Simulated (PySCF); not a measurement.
thiadiazoloquinoxaline (C8H4N4S), SMILES c1cnc2cc3nsnc3cc2n1.

The structure is a stationary point at PBE0-D3(BJ)/def2-SVP.

Two levels are set side by side: TDA-PBE/def2-SVP (PySCF) and TDA-CAM-B3LYP/def2-SVP (PySCF). Vertical, same geometry. The lowest singlet is HOMO→LUMO 99 % with PBE and HOMO−1→LUMO 85 %, HOMO−1→LUMO+1 14 % with the other functional; states are paired by order. Differences are taken from unrounded values.

| quantity | TDA-CAM-B3LYP | TDA-PBE | TDA-PBE minus TDA-CAM-B3LYP |
|---|---|---|---|
| lowest singlet excitation (eV) | 3.30 | 2.00 | -1.30 |
| lowest triplet excitation (TDA) (eV) | 1.78 | 1.75 | -0.03 |
| first bright state (f over 0.05) (eV) | 3.57 | 2.99 | -0.58 |
| its oscillator strength | 0.11 | 0.05 | -0.06 |

Functionals without exact exchange tend to place singlet excitations lower, as here. Differences between two approximate levels are no errors against the true value.

Rough cost on one machine, each run with all the roots and properties that it gave: TDA-CAM-B3LYP against TDA-PBE about 3 times.
